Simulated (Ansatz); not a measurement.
Cost and result for the atomization energy of `CO[Si](O)[SiH3]` radical (12 atoms, 11 bonds).

Cartesian coordinates in Å:
```
C 0.1669 0.8667 2.1339
O 0.0958 0.8341 0.7245
Si 0.6063 -0.3856 -0.2421
O 0.0750 -1.7893 0.4640
Si -0.3682 0.0395 -2.3496
H -0.2086 -0.0613 2.5728
H 1.1971 1.0261 2.4687
H -0.4456 1.6991 2.4834
H 0.5251 -2.5973 0.2119
H -0.0013 -1.0847 -3.2546
H 0.2106 1.2939 -2.8993
H -1.8531 0.1589 -2.3136
```

Charge 0, multiplicity 2. Geometry: relaxed with PBE0-D4/def2-TZVP. It is one conformer, not always the lowest. Program: Ansatz. All runs use 2 threads of an AMD EPYC 7R13 on a shared host and a share of an NVIDIA H100 80 GB. Times are those of one run each, without the atoms' runs, and a repeat can differ threefold. Electronic energies, without spin–orbit coupling; frozen cores. CCSD(T)/CBS adds CCSD(T) − MP2 in def2-TZVPP to the MP2 limit, and its time is that of the two runs behind it. T1 = 0.015; ⟨S²⟩ of the reference is 0.76. B3LYP takes the VWN-RPA correlation (the form of Gaussian; ORCA's B3LYP/G).

CCSD(T)/CBS is a level of theory with its own doubt, some kJ/mol a heavy atom from the limit and from the frozen cores, so smaller differences don't rank the functionals.

```json
{"level": "B2PLYP/def2-TZVPP", "functions": "275", "wall time": "3.3 s"}
{"level": "B3LYP-D4/def2-TZVPP (with forces)", "functions": "275", "wall time": "3.3 s"}
{"level": "MP2/def2-QZVPP", "functions": "521", "wall time": "4.1 s"}
{"level": "ωB97X-V/def2-TZVPP", "functions": "275", "wall time": "4.8 s"}
{"level": "ωB97M-V/def2-TZVPP (with forces)", "functions": "275", "wall time": "4.9 s"}
{"level": "PBE-D4/def2-TZVPP (with forces)", "functions": "275", "wall time": "5.5 s"}
{"level": "r2SCAN-D4/def2-TZVPP (with forces)", "functions": "275", "wall time": "5.5 s"}
{"level": "PBE0-D4/def2-TZVPP", "functions": "275", "wall time": "5.5 s"}
{"level": "CCSD(T)/def2-TZVPP", "functions": "275", "wall time": "14 s"}
{"level": "CCSD(T)/CBS(def2)", "functions": "–", "wall time": "18 s"}
```

(1) What atomization energy does each give, and how far from CCSD(T)/CBS? (Best estimate.)

## Answers

(1) The calculation gave: 
| level | atomization (kJ/mol) | difference from CCSD(T)/CBS | per bond |
| --- | --- | --- | --- |
| B2PLYP/def2-TZVPP | 4137.2 | -60.1 | -5.5 |
| B3LYP-D4/def2-TZVPP (with forces) | 4188.0 | -9.3 | -0.8 |
| MP2/def2-QZVPP | 4202.1 | 4.8 | 0.4 |
| ωB97X-V/def2-TZVPP | 4207.9 | 10.6 | 1.0 |
| ωB97M-V/def2-TZVPP (with forces) | 4190.8 | -6.5 | -0.6 |
| PBE-D4/def2-TZVPP (with forces) | 4235.5 | 38.2 | 3.5 |
| r2SCAN-D4/def2-TZVPP (with forces) | 4206.3 | 9.0 | 0.8 |
| PBE0-D4/def2-TZVPP | 4161.9 | -35.4 | -3.2 |
| CCSD(T)/def2-TZVPP | 4076.4 | -120.9 | -11.0 |
| CCSD(T)/CBS(def2) | 4197.3 | 0.0 | 0.0 |

From PBE to PBE0 (25 % exact exchange), in def2-TZVPP and without D4, the atomization energy moves by −69.8 kJ/mol: exact exchange takes away binding that semilocal exchange gives to molecules. The D4 term adds +41.3 kJ/mol with B3LYP and +21.8 kJ/mol with PBE0; it sums over pairs of atoms, weighted by their polarisabilities, and B3LYP, whose exchange is more repulsive, gets the larger term. In def2-TZVPP, CCSD(T) changes the Hartree–Fock value by +1031.9 kJ/mol (the triples alone add +56.0 kJ/mol) and MP2 by +1084.6 kJ/mol; breaking electron pairs costs correlation energy, which Hartree–Fock lacks.
